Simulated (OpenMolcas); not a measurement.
**How basis sets differ on C2H7BO (SMILES CBOC)**

C2H7BO: 11 atoms, total charge 0, spin state singlet. As SMILES, `CBOC`. Geometry: relaxed at PBE0-D4/def2-TZVP. This is one conformer, not always the lowest.

```xyz
11

C    -1.3062    1.3417   -0.3647
B    -0.4347    0.2067    0.2571
O     0.6266   -0.2671   -0.4252
C     1.4544   -1.2897    0.0839
H    -0.9660    1.6570   -1.3526
H    -2.3514    1.0213   -0.4376
H    -1.3157    2.2146    0.2979
H    -0.6787   -0.2682    1.3408
H     1.4464   -2.1330   -0.6101
H     1.1138   -1.6261    1.0674
H     2.4768   -0.9142    0.1637
```

Each level gives the dipole moment (D). The values are calculated.

```
                   level          kind     program  value (D)  CPU time
       HF/ANO-R0 (sfX2C)  Hartree–Fock  OpenMolcas       1.74     4.6 s
               HF/STO-3G  Hartree–Fock  OpenMolcas       1.19     5.1 s
HF/STO-3G (RICD fitting)  Hartree–Fock  OpenMolcas       1.21     1.1 s
                HF/3-21G  Hartree–Fock  OpenMolcas       1.55     6.7 s
              HF/cc-pVDZ  Hartree–Fock  OpenMolcas       1.19      11 s
```

The values span 1.19 to 1.74 D. Magnitudes only. Sets without polarisation functions give poor dipoles. Times are those of the runs behind each value, whatever else they computed, on shared processors of several kinds: orders of magnitude only.
